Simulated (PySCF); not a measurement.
Excited states of N(5+) (nitrogen, charge +5)

Ground state 1s2, ¹S. All numbers are calculated (PySCF 2.14, the non-relativistic Hamiltonian (point nucleus), in def2-TZVPPD with one added diffuse shell each of s, p, d type (7s4p4d1f, 46 functions)). Vertical excitation energies in eV without spin-orbit coupling; excited terms of each kind are numbered among those the solver found. Frozen: nothing.

| term | leading excitation | EOM-EE-CCSD |
| --- | --- | --- |
| 1 3S | 1s → s | 419.75 |
| 1 1S | 1s → s | 425.89 |
| 1 3P° | 1s → p | 426.39 |
| 1 1P° | 1s → p | 430.33 |
| 2 3S | 1s → s | 494.39 |
| 2 1S | 1s → s | 495.97 |
| 2 3P° | 1s → p | 496.12 |
| 1 3D | 1s → d | 497.06 |
| 1 1D | 1s → d | 497.09 |
| 2 1P° | 1s → p | 497.31 |
| 2 3D | 1s → d | 520.94 |
| 2 1D | 1s → d | 520.95 |

Only the lower part of the computed list is shown. Doubly excited terms such as np² are absent. The solver can miss terms.
